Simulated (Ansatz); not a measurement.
C3H8Cl2OSn (`CC[O][Sn]([CH3])([Cl])[Cl]`) at its PBE0-D4/def2-TZVP geometry, where that method's forces vanish. The species carries charge 0 and has multiplicity 1. Sn: def2 effective core potential.

```xyz
15

C    -1.5638    1.7631    0.5624
C    -1.3827    0.9241   -0.6812
O    -0.0566    0.4520   -0.8460
Sn    0.7703   -0.8365    0.3469
C     2.3381   -1.8379   -0.6490
Cl    1.5549    0.2509    2.2434
Cl   -0.9218   -2.2532    1.0718
H    -2.5785    2.1681    0.6002
H    -1.4103    1.1707    1.4692
H    -0.8565    2.5946    0.5748
H    -1.5964    1.5214   -1.5738
H    -2.0901    0.0851   -0.6756
H     2.9999   -1.0909   -1.0852
H     2.8814   -2.4459    0.0720
H     1.9121   -2.4657   -1.4299
```

Question: What forces (eV/Å) does r2SCAN-D4/def2-TZVPP give on these atoms in Ansatz 0.2.0? (Best estimate.)

Answer: The calculation gave: 
```
C1  -0.014  0.075  0.105
C2  -0.295  0.038 -0.037
O3   0.234  0.025 -0.175
Sn4  0.034 -0.055  0.027
C5   0.088 -0.053 -0.063
Cl6  0.060  0.064  0.112
Cl7 -0.099 -0.087  0.039
H8   0.014 -0.003  0.003
H9   0.001 -0.001 -0.018
H10 -0.006 -0.012  0.001
H11  0.011 -0.003 -0.008
H12 -0.005 -0.011 -0.004
H13 -0.016 -0.015  0.012
H14 -0.016  0.018 -0.017
H15  0.008  0.018  0.021
```
